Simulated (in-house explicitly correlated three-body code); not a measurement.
Computed with an exponentially correlated three-body code. Model: two electrons around a point charge, non-relativistic, variational in 260 exponentially correlated functions (energies converged to about 1e-7 hartree, or 1e-8 relative for large Z).

For two electrons in a singlet the Kohn-Sham orbital is the square root of half the density, so the exact Kohn-Sham potential and energy parts follow from the density alone, and exchange is minus half the Hartree energy. The Kohn-Sham level equals minus the binding energy of the second electron.

Command:
```bash
python run_hyl.py task.json out
```
Settings (lengths in bohr, energies in hartree):
```
Z                      2.86
interaction_strength   1
functions              260
states_tried           13
```

Run time, properties included: 31 s on 1 thread of Intel(R) Xeon(R) Platinum 8488C (Sapphire Rapids), with other jobs on the host.

**Those bound S and P states to n = 4 that converged, binding against the one-electron ion.**

Given: nuclear charge 2.86.

Computed: one-electron threshold -4.0898 hartree.

| term | energy (hartree) | binding (eV) | quantum defect |
| --- | --- | --- | --- |
| 1 1S | -6.54688945 | 66.861 | 0.16095 |
| 2 3S | -4.62442173 | 14.548 | 0.20123 |
| 2 1S | ? | ? | ? |
| 2 3P | -4.54698817 | 12.441 | 0.054862 |
| 2 1P | -4.5165391 | 11.612 | -0.013338 |
| 3 3S | -4.30947731 | 5.9777 | 0.19389 |
| 3 1S | -4.29272501 | 5.5219 | 0.080354 |
| 3 3P | -4.28937866 | 5.4308 | 0.055979 |
| 3 1P | -4.28024575 | 5.1823 | -0.013785 |
| 4 3S | -4.20906911 | 3.2455 | 0.19168 |
| 4 1S | ? | ? | ? |
| 4 3P | -4.20101797 | 3.0264 | 0.05624 |
| 4 1P | -4.19717071 | 2.9217 | -0.013794 |

Task: What belongs in the row 2 1S?

Result: energy (hartree): -4.56041757; binding (eV): 12.806; quantum defect: 0.082816.

Task: What belongs in the row 4 1S?

Result: energy (hartree): -4.2023535; binding (eV): 3.0627; quantum defect: 0.079708.

**Converged states only, values per electron or pair.**

```csv
term,mean r (bohr),mean r squared (bohr²),mean inverse r (1/bohr),mean r12 (bohr),mean inverse r12 (1/bohr),mean cosine,mean p1 dot p2 (bohr⁻²),delta r1 (bohr⁻³),delta r12 (bohr⁻³)
1 1S,0.60522,0.49892,2.548,0.91259,1.4806,-0.0457,0.27065,5.8706,0.44555
2 3S,?,?,?,?,?,?,?,?,-
2 1S,1.7532,5.3617,1.6722,3.0402,0.44419,-0.014803,0.019984,3.9055,0.051913
2 3P,1.5154,3.9804,1.673,2.6001,0.47583,-0.053024,-0.26163,3.6695,-
2 1P,1.6301,4.6641,1.6592,2.7866,0.45768,0.008312,0.21239,3.731,0.0075639
3 3S,3.448,23.236,1.5418,6.4022,0.2002,-0.0038482,0.0043984,3.7823,-
3 1S,3.7035,27.084,1.5362,6.9085,0.20175,-0.0045878,0.0058021,3.7747,0.015134
3 3P,3.4867,24.184,1.5364,6.484,0.20933,-0.01428,-0.067943,3.7089,-
3 1P,3.6562,26.712,1.5324,6.8117,0.20492,0.0024144,0.062924,3.7252,0.0025708
4 3S,?,?,?,?,?,?,?,?,-
4 1S,6.4618,86.669,1.4893,12.414,0.11436,-0.001948,0.0024164,3.7444,0.0063031
4 3P,6.2639,81.955,1.4894,12.022,0.11731,-0.0057973,-0.027214,3.7174,-
4 1P,6.4896,88.14,1.4877,12.468,0.11558,0.0010014,0.026468,3.724,0.0011333
```

Task: What belongs in the row 2 3S?

Result: mean r (bohr): 1.5843; mean r squared (bohr²): 4.2593; mean inverse r (1/bohr): 1.693; mean r12 (bohr): 2.7206; mean inverse r12 (1/bohr): 0.43526; mean cosine: -0.01307; mean p1 dot p2 (bohr⁻²): 0.016114; delta r1 (bohr⁻³): 3.9443.

Task: What belongs in the row 4 3S?

Result: mean r (bohr): 6.1181; mean r squared (bohr²): 77.338; mean inverse r (1/bohr): 1.4916; mean r12 (bohr): 11.728; mean inverse r12 (1/bohr): 0.11392; mean cosine: -0.00159; mean p1 dot p2 (bohr⁻²): 0.0017775; delta r1 (bohr⁻³): 3.747.

**Functionals on the exact density and self-consistent, errors are functional minus exact, hybrids only self-consistent, a dash where a self-consistent run leaves the top level unbound.**

```
       result  exchange error (millihartree)  correlation error (millihartree)  functional driven error (millihartree)  density driven error (millihartree)  self consistent total error (millihartree)  top level plus exact binding (eV)
         PW91                         18.832                            -6.666                                  12.166                              -1.1504                                      11.015                             14.163
        wB97X                              -                                 -                                       -                                    -                                     -5.4615                             8.1723
         SCAN                        -4.6518                            3.2876                                 -1.3642                             -0.28993                                     -1.6542                             12.935
         BP86                         5.1654                           -1.6461                                  3.5193                             -0.71674                                      2.8025                             14.195
        M06-L                        -17.899                           -1.1908                                 -19.089                              -2.2829                                     -21.372                             12.793
          PBE                         23.584                           -1.0781                                  22.506                              -1.1115                                      21.394                              14.34
         TPSS                        -4.2726                           -2.0539                                 -6.3265                             -0.29116                                     -6.6176                             13.358
         AM05                         167.96                           -71.627                                  96.337                              -1.3602                                      94.977                             15.066
         RPBE                        -3.0876                           -1.0781                                 -4.1657                              -1.2047                                     -5.3704                             14.209
B3LYP VWN-RPA                              -                                 -                                       -                                    -                                           ?                                  ?
         OLYP                              ?                                 ?                                       ?                                    ?                                           ?                                  ?
     LDA PW92                         218.36                           -88.593                                  129.77                              -2.0268                                      127.74                             15.071
       r2SCAN                        -4.6518                            3.2876                                 -1.3642                             -0.28993                                     -1.6542                             12.935
         BLYP                         5.1654                           -3.8547                                  1.3107                              -1.4686                                    -0.15791                             14.054
        HSE06                              -                                 -                                       -                                    -                                      14.161                             10.892
      revTPSS                        -3.7197                           -4.8316                                 -8.5513                             -0.17991                                     -8.7312                             13.109
         PBE0                              -                                 -                                       -                                    -                                      16.141                              10.49
     LDA VWN5                         218.36                           -89.216                                  129.14                              -2.0157                                      127.13                             15.062
       PBEsol                         92.114                           -12.803                                  79.311                              -1.1505                                      78.161                             14.866
      r2SCAN0                              -                                 -                                       -                                    -                                    -0.32754                             9.4789
```

Task: What belongs in the row B3LYP VWN-RPA?

Result: self consistent total error (millihartree): -7.1548; top level plus exact binding (eV): 10.886.

Task: What belongs in the row OLYP?

Result: exchange error (millihartree): 3.2106; correlation error (millihartree): -3.8547; functional driven error (millihartree): -0.64408; density driven error (millihartree): -1.441; self consistent total error (millihartree): -2.0851; top level plus exact binding (eV): 14.148.

**Density and exact potentials over r, pair density (one pair, times 4 pi r12^2) and exact minus Kohn-Sham pair density over r12.**

```
radius (bohr)  radial density (electrons/bohr)  exchange potential (hartree)  intracule density (1/bohr)  Coulomb hole against Kohn-Sham (1/bohr)  correlation potential (hartree)
        0.075                          0.54226                       -2.4918                     0.03288                                 -0.01231                           -0.042
       0.0874                          0.68684                       -2.4743                    0.044711                                  -0.0161                           -0.038
        0.102                          0.86202                       -2.4514                    0.060874                                 -0.02093                           -0.034
        0.119                           1.0671                       -2.4223                     0.08261                                 -0.02689                           -0.028
        0.138                           1.2913                       -2.3872                     0.11038                                 -0.03379                           -0.022
        0.161                           1.5478                       -2.3417                     0.14847                                 -0.04215                           -0.015
        0.188                           1.8196                       -2.2853                     0.19859                                 -0.05151                           -0.008
        0.219                           2.0851                       -2.2178                     0.26185                                 -0.06106                                0
        0.255                           2.3267                       -2.1376                     0.34063                                  -0.0699                            0.008
        0.297                             2.52                       -2.0436                     0.43603                                  -0.0765                            0.015
        0.346                           2.6374                       -1.9355                     0.54654                                 -0.07883                             0.02
        0.403                           2.6538                       -1.8145                     0.66657                                 -0.07475                            0.024
        0.469                           2.5541                       -1.6829                     0.78531                                 -0.06271                            0.026
        0.546                                ?                             ?                           ?                                        ?                                ?
        0.637                           2.0111                       -1.3946                     0.95476                                   -0.016                            0.021
        0.742                           1.6204                       -1.2474                     0.96363                                  0.01125                            0.017
        0.864                           1.2091                        -1.104                     0.90249                                  0.03289                            0.012
         1.01                          0.81618                       -0.9645                     0.76892                                  0.04359                            0.008
         1.17                                ?                             ?                           ?                                        ?                                ?
         1.37                          0.27208                      -0.72551                     0.39921                                  0.02973                            0.003
         1.59                          0.13094                      -0.62739                     0.23595                                  0.01626                            0.002
         1.85                          0.05303                      -0.54009                     0.11651                                  0.00587                            0.001
```

Task: What belongs in the row 0.546?

Result: radial density (electrons/bohr): 2.3362; exchange potential (hartree): -1.5423; intracule density (1/bohr): 0.88792; Coulomb hole against Kohn-Sham (1/bohr): -0.04251; correlation potential (hartree): 0.025.

Task: What belongs in the row 1.17?

Result: radial density (electrons/bohr): 0.51029; exchange potential (hartree): -0.84307; intracule density (1/bohr): 0.59697; Coulomb hole against Kohn-Sham (1/bohr): 0.04146; correlation potential (hartree): 0.005.

The density-driven part is never positive, since each functional's own density lowers its energy. Here it is small beside the functional-driven part (median ratio 0.095), the normal case.
